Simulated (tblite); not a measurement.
H₁₂O₆Zn (SMILES [OH2]->[Zn+2](<-[OH2])(<-[OH2])(<-[OH2])(<-[OH2])<-[OH2]), charge +2, singlet, at a GFN2-xTB geometry (such geometries of metal compounds can be far from the true shape); GFN1-xTB (tblite).

The tblite input:
```
$ tblite run mol.xyz --method gfn1 --charge 2 --spin 0 --spin-polarized --json tblite.json --no-restart

# file mol.xyz
19

Zn    -0.00000000    -0.00000000     0.00000000
O     -0.68794774     1.64064429    -0.92214038
H     -1.49271480     1.70775651    -1.44990447
H     -0.27738361     2.51364239    -0.92277461
O      1.57056726     1.04144287     0.68120766
H      1.61931982     1.52897791     1.51224423
H      2.42176999     1.15066801     0.24051186
O      1.03700290    -0.48888826    -1.64345426
H      1.60028365    -1.26373687    -1.75753068
H      1.06793819     0.00582109    -2.47109831
O     -1.03700290     0.48888826     1.64345426
H     -1.60028365     1.26373687     1.75753068
H     -1.06793819    -0.00582109     2.47109831
O     -1.57056726    -1.04144287    -0.68120766
H     -1.61931982    -1.52897791    -1.51224423
H     -2.42176999    -1.15066801    -0.24051186
O      0.68794774    -1.64064429     0.92214038
H      0.27738361    -2.51364239     0.92277461
H      1.49271480    -1.70775651     1.44990447
```

What the program printed (banner, timings and long lists left out):

```
xTB calculator
 | screened Coulomb repulsion
 | Coulomb electrostatics
 |  * isotropic Klopman-Ohno-Mataga-Nishimoto electrostatics
 |  * onsite third-order electrostatics
 | DFT-D3(BJ) dispersion correction
 | Interactions (1)
 | [1] spin polarization

halogen bonding energy    0.0000000000000E+00 Eh
repulsion energy          2.1749097497889E-01 Eh
dispersion energy        -7.0359848272927E-03 Eh
interaction energy        0.0000000000000E+00 Eh
number of electrons       4.8000000000000E+01 e
integral cutoff           3.9672993110968E+01 bohr

------------------------------------------------------------
  cycle        total energy    energy error   density error
------------------------------------------------------------
      1     -33.91324709080  -3.4123702E+01   4.9115806E-01
      2     -34.45516774058  -5.4192065E-01   2.1257967E-01
      3     -34.50048683379  -4.5319093E-02   6.8407587E-02
      4     -34.48755276976   1.2934064E-02   5.8255989E-02
      5     -34.51502835207  -2.7475582E-02   2.4458134E-02
      6     -34.52215559921  -7.1272471E-03   1.8634855E-03
      7     -34.52218135573  -2.5756520E-05   8.4929529E-04
      8     -34.52218996035  -8.6046290E-06   1.9479135E-04
      9     -34.52219039969  -4.3933336E-07   5.8972230E-06
------------------------------------------------------------

electronic energy        -3.4732645389840E+01 Eh
total energy             -3.4522190399688E+01 Eh

Post processing:
 | Mayer-Wiberg bond orders

[Info] JSON dump of results written to 'tblite.json'
```
